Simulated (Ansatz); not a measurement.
A single point on CH5ClNSi (`C[N][SiH2]Cl`) radical.

```yaml
crystal:
  periodic: [false, false, false]
  atoms:
    - {symbol: C, position_ang: [0.493751, 1.341524, 0.140487]}
    - {symbol: N, position_ang: [0.628773, -0.021010, 0.521769]}
    - {symbol: Si, position_ang: [-0.415641, -1.237400, -0.129180]}
    - {symbol: Cl, position_ang: [0.319507, -3.082479, 0.354521]}
    - {symbol: H, position_ang: [0.134306, 1.514180, -0.884288]}
    - {symbol: H, position_ang: [-0.244689, 1.810035, 0.812691]}
    - {symbol: H, position_ang: [1.430930, 1.885366, 0.295301]}
    - {symbol: H, position_ang: [-1.762412, -1.101425, 0.482250]}
    - {symbol: H, position_ang: [-0.495926, -1.155191, -1.610651]}
basis:
  gaussian: {orbitals: def2-TZVPP}
magnetization: {spin_polarized: true, initial_magnetization: 1}
hamiltonian: {xc: pbe}
correlation: {method: rpa}
```

```sh
$ ansatz run in.yaml --threads 4 --pin off --events-out ev --progress --plain
```

Shortened log:

```
Functional definition: PBE
1257 factors; integrals over basis functions are off by at most 9.6e-4 eV
mean field evaluation 1: about -22973.0253 eV, gradient 6.4e1 eV
mean field evaluation 2: about -22973.0161 eV, gradient 6.4e1 eV
mean field evaluation 4: about -22993.5136 eV, gradient 3.0e1 eV
mean field evaluation 8: about -22997.7488 eV, gradient 1.1e0 eV
mean field evaluation 16: about -22997.7527 eV, gradient 6.3e-4 eV
mean field -22997.75265400 eV, -845.1518215978 hartree, gradient 8.7e-6 eV, S^2 0.753026; 2 other end points of the search recorded, 0 dependent functions left out
12 core orbitals not correlated: weight in the atoms' cores, before any rotation towards them, 1.000 or more for the frozen orbitals, at most 0.000 for the correlated occupied ones
reference -22957.93769385 eV, -843.6886488000 hartree; 13, 12 occupied and 191, 192 virtual orbitals, 1257 factors
Total energy: -22988.97983892 eV, -844.8294265899 hartree
```

It took 7.5 s on 4 threads of a server CPU on a shared host, with 0.61 GiB of host memory at the peak.
